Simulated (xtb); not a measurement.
PbFCl, SMILES [F][Pb][Cl] (connectivity only; charge and spin as stated), neutral, multiplicity 1. All values are semi-empirical tight-binding results from xtb (GFN2-xTB unless named), good for trends rather than for accurate numbers. Geometry optimised at GFN2-xTB.

Optimised geometry:

```xyz
3

Pb     0.2481    -0.3041     0.0000
F     -1.6515    -1.1899     0.0000
Cl    -0.3226     2.0969     0.0000
```
Charge 0, spin multiplicity 1.

For metal compounds this method's bond lengths and energies can be far off.

Computed properties:
point group as xtb finds it: Cs
orbital gap: 2.83 eV
zero-point energy: 1.0 kcal/mol
G − E(el) at 298.15 K (modified RRHO): -18.1 kcal/mol

**Question.** Give the atomic charges and the Wiberg bond orders between heavy atoms. (Estimate from the structure and the level; the computed values follow.)

**Answer.** charges (e) Pb1 0.88, F2 -0.49, Cl3 -0.39. Bond orders Pb1–F2 0.83, Pb1–Cl3 0.98.
